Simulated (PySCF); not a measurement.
Calculation: PySCF with PBE-D3(BJ)/def2-TZVP // B3LYP-D3(BJ)/def2-SVP. Gas-phase values, no solvent. One relaxed conformer stands for a flexible species; it need not be the lowest. Delta-SCF ions had no search for a lower state. Excitations are Tamm–Dancoff values on a coarser integration grid. The basis has no diffuse functions, so Rydberg states are missing or too high.

Reference species (SMILES): `C=C(OC)c1ccccc1` (C–C–O–C torsion 2°, O–C–C–C torsion 19°) (neutral, multiplicity 1).

```json
{
  "vertical ionisation energy (Delta-SCF)": "7.82 eV",
  "T1 excitation (TDA)": "3.17 eV"
}
```

Changed species: `C=Cc1ccccc1OC` (C–C–C–C torsion 10°, C–C–O–C torsion -179°).

Give the shifts of the vertical ionisation energy (Delta-SCF) and T1 excitation (TDA).

the vertical ionisation energy (Delta-SCF) falls by 0.21 eV, to 7.61 eV; the T1 excitation (TDA) decreases by 0.26 eV, to 2.91 eV.
